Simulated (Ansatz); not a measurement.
Consider the ligand exchange at a Mg–Cl bond: `[SiH3][O][Mg][Cl]` + CH₃SH → `C[S][Mg][O][SiH3]` + HCl.

Gas-phase electronic energies from Ansatz, PBE0-D4/def2-TZVP geometries. CCSD(T)/CBS is the MP2 limit (def2-TZVPP, def2-QZVPP) plus CCSD(T) − MP2 in def2-TZVPP, frozen cores. This one scheme is used for every species. Functionals use def2-TZVPP. HSE06 is defined as in plane-wave codes. For Mg outer-core shells are correlated without core-valence functions, which leaves a few kJ/mol of doubt a bond. One conformer a species, not always the lowest.

**Question.** Is it downhill or uphill in electronic energy at CCSD(T)/CBS, and by how much? (Best estimate.)

**Answer.** Computed: Uphill: ΔE = +84.2 kJ/mol.

**Question.** What do these levels give: B97M-V, r2SCAN0-D4, PBE, HSE06, SCS-MP2/def2-TZVPP, HF/CBS(def2)? (An estimate is asked.)

**Answer.** The calculation gave: B97M-V 88.1, r2SCAN0-D4 89.2, PBE 80.0, HSE06 84.3, SCS-MP2/def2-TZVPP 86.2, HF/CBS(def2) 103.4 kJ/mol.

Largest T1 diagnostic among the species: 0.010.

Leaving LDA and LC-ωPBE aside and taking each functional with its dispersion term where it has one, the values, not all of them listed here, spread over 13.0 kJ/mol, from PBE-D4 to BHLYP-D4. From BLYP to BHLYP (50 % exact exchange), in def2-TZVPP and without D4, ΔE moves by +8.6 kJ/mol.
